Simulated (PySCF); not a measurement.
# Mayer bond orders and bond lengths

Species: C3H9PSSi.
SMILES with atom numbers: `[CH3:1][S:2][CH2:3]/[P:4]=[CH:5]\[SiH3:6]` (hydrogens: H7, H8, H9 on C1; H10, H11 on C3; H12 on C5; H13, H14, H15 on Si6)

Geometry (GFN2-xTB, Å), atoms numbered from 1 in this order:
```
atom  x, y, z in Å
C1    -2.2775    0.1144    0.2253
S2    -0.9659    1.2764   -0.2415
C3    -0.3626    0.4431   -1.7382
P4     0.1897   -1.3367   -1.5174
C5     1.3195   -1.2449   -0.2921
Si6    1.9983    0.1937    0.7245
H7    -2.7482    0.5101    1.1190
H8    -3.0035    0.0425   -0.5799
H9    -1.8385   -0.8599    0.4325
H10   -1.1578    0.4753   -2.4873
H11    0.4779    1.0405   -2.0946
H12    1.7416   -2.2131   -0.0429
H13    3.3467   -0.2346    1.1145
H14    2.1034    1.4193   -0.0656
H15    1.1724    0.3819    1.9163
```

Bond orders from the PBE0/pcSseg-1 density (PySCF). Isolated species at its GFN2-xTB geometry (one conformer only).

(1) Where do the orders between heavy atoms depart from those drawn in the SMILES?

(2) Set the Mayer orders of the bonds between heavy atoms beside their lengths.

## Answers

(1) The largest departure is 0.160, at P4–C5 (drawn double, 1.840) and C5–Si6 (drawn single, 0.841). Drawn single, order below 0.88: C5–Si6 (0.841).

(2) 
```json
{"bond": "C1–S2", "drawn as": "single", "length (Å)": "1.813", "Mayer order": "0.985"}
{"bond": "S2–C3", "drawn as": "single", "length (Å)": "1.816", "Mayer order": "0.982"}
{"bond": "C3–P4", "drawn as": "single", "length (Å)": "1.876", "Mayer order": "0.888"}
{"bond": "P4–C5", "drawn as": "double", "length (Å)": "1.669", "Mayer order": "1.840"}
{"bond": "C5–Si6", "drawn as": "single", "length (Å)": "1.888", "Mayer order": "0.841"}
```

Bonds between the same two heavy elements. C–S: all 2 within 0.02 of one another (0.982 to 0.985). C–P: lowest C3–P4 (0.888, 1.876 Å), highest P4–C5 (1.840, 1.669 Å).

Question: And the bonds to hydrogen?

Answer: C–H: 0.93 to 0.96 (6 bonds); H–Si: 0.93 to 0.94 (3 bonds).

Question: Sum the orders of all bonds at each heavy atom with more than one neighbour and set the sums beside the valence in the SMILES.

Answer: C1 3.835 (drawn 4), S2 1.967 (drawn 2), C3 3.731 (drawn 4), P4 2.728 (drawn 3), C5 3.619 (drawn 4), Si6 3.655 (drawn 4). Orders between atoms that aren't bonded are not in these sums.

For a closed shell the Mayer order of atoms A and B is Σ (PS)μν (PS)νμ over the basis functions μ on A and ν on B, with P the density and S the overlap matrix.
